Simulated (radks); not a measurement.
Spherical quantum dot in the effective-mass picture: electrons in a well V = -V0 / (1 + exp((r - R)/a)) with V0 = 58.2, R = 1.31, a = 0.15, all in effective atomic units (hartree* = m*/eps^2 hartree, bohr* = eps/m* bohr), one dielectric constant everywhere. Calculated with a radial shooting solver with Libxc functionals: non-relativistic Kohn-Sham, exchange-only LDA, spin-polarised, spherical densities. Levels are named by radial order and angular momentum (1s, 1p, 1d, 2s, ...), and open shells are averaged over m.

N = 20, configuration 1s2 1p6 1d10 2s2. This is the lowest configuration that the search found. Occupied and some empty levels:

level  occupation  eigenvalue (hartree*)  <r> (bohr*)
1s              2                -31.142       0.6949
1p              6                -28.477       0.7935
1d             10                -24.850       0.8653
2s              2                -22.154       0.6809
1f              0                -20.464       0.9239
2p              0                -17.079       0.7837
1g              0                -15.446       0.9751

Energy (hartree*): total -740.764, kinetic 135.26, external -1076.6, Hartree 221.95, exchange-correlation -21.417. Static polarisability (adiabatic kernel): 0.5111 bohr*^3.

Electron density:

r (bohr*)  n(r) (e/bohr*^3)
0.118                 5.210
0.245                 4.527
0.372                 3.955
0.499                 3.919
0.626                 4.305
0.753                 4.417
0.880                 3.619
1.01                  2.133
1.13                 0.8409
1.26                 0.2152
1.39                0.03735
1.51               0.004933
1.64              0.0005581
